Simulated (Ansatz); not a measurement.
Harmonic frequencies (cm⁻¹) at PBE0-D4/def2-TZVP from Ansatz: 71, 97, 101, 113, 119, 149, 151, 350, 377, 536, 539, 562, 576, 659, 737, 761, 767, 1201, 1218, 1222, 1448, 1450, 1454, 1458, 1897, 2713, 2728, 3039, 3042, 3116, 3119, 3128, 3134.

Each molecule was computed in one conformer, which needn't be the lowest.

Question: Which molecule is it?
A. `[CH3][GaH-]([CH3])[SH2+]`
B. `C[BH-](C)[PH3+]`
C. `C[O+](C)[GaH3-]`
D. `C[S+](C)[GaH3-]`

Answer: A.
